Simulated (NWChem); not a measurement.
Br, doublet

Program: NWChem. Spin-unrestricted. The open p shell is one determinant without spherical averaging. No stability test was run on the SCF state. B3LYP is NWChem's, with the RPA form of VWN correlation.

Question: Estimate the computed values for B3LYP/def2-SVP. Quantities: highest occupied level (eV); lowest empty minus highest occupied level, either spin (eV); <S²>.

Answer: 
```yaml
highest occupied level (eV): -8.21
lowest empty minus highest occupied level, either spin (eV): 2.00
"<S²>": 0.751
```
